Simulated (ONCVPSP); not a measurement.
# Hf: one change to an ONCV potential, before and after

| Property | Result |
| --- | --- |
| Element | Hf (Z = 72) |
| Generator | ONCVPSP 4.0.1 |
| Type | optimised norm-conserving Vanderbilt (ONCV) |
| Functional | PBE |
| Relativity | scalar-relativistic |
| Frozen core | [Kr] 4d10 4f14 |
| Valence charge | 12 |
| Reference configuration | 5s2 5p6 5d2.5 6s1.5 |
| Partial waves | 5s+6s: rc 2.20 bohr, ncon 4, nbas 7, qcut 4.9 1/bohr, 2 projectors; 5p: rc 2.05 bohr, ncon 4, nbas 7, qcut 7.2 1/bohr, 2 projectors, debl 3.6 Ha; 5d: rc 3.00 bohr, ncon 5, nbas 9, qcut 5.6 1/bohr, 2 projectors, debl 1 Ha |
| Local potential | polynomial inside 1.45 bohr (lpopt 5, dvloc0 0 Ha) |
| Core correction | Teter function fitted to the true core (icmod 2), fcfact 0.35 |

Change: d: debl 4.45.

Cutoffs: the cutoffs (Ha) at which the residual kinetic energy of the hardest occupied pseudo-wave falls to 1 and 0.1 mHa per electron; they do not see the model core or the augmentation charge, which bear on the density cutoff. Errors are all-electron minus pseudo energies relative to the spin-unpolarised reference configuration.

How do hardness, ghosts and transferability respond?

The potential gets neither clearly harder nor softer (9.9 Ha and 12 Ha → 9.9 Ha and 12 Ha); of the 4 tests that both files solve, the error grows in 1 and shrinks in 1 by more than 15 % and 0.3 meV (median size 1.7 → 1.6 meV); the range in which the d phases agree narrows (upper end 3.7 → 0.8); neither file shows a bound ghost.

```tsv
quantity	base	changed
cutoff, loose	9.9 Ha	9.9 Ha
cutoff, tight	12 Ha	12 Ha
bound ghosts	none	none
GHOST(+) flags under 300 eV	none	none
error for 5s2 5p6 5d2 6s2, meV [ΔE -1.26 eV]	+1.4	+1.3
error for 5s2 5p6 5d2 6s1, meV [ΔE 6.72 eV]	-0.4	-0.8
error for 5s2 5p6 5d2 6s0, meV [ΔE 20.90 eV]	+4.1	+2.7
error for 5s2 5p6 5d2 6s1 6p1, meV [ΔE 2.57 eV]	+2.1	+1.9
s: phases at 2.24 bohr within 0.05 rad from the reference energy up to (Ha; the scan ends near 5)	2.9	2.9
p: phases at 2.08 bohr within 0.05 rad from the reference energy up to (Ha; the scan ends near 5)	to the end of the scan	to the end of the scan
d: phases at 3.05 bohr within 0.05 rad from the reference energy up to (Ha; the scan ends near 5)	3.7	0.8
rms error of d²Exc/dni dnj with the model core, mHa	1.05	1.05
```
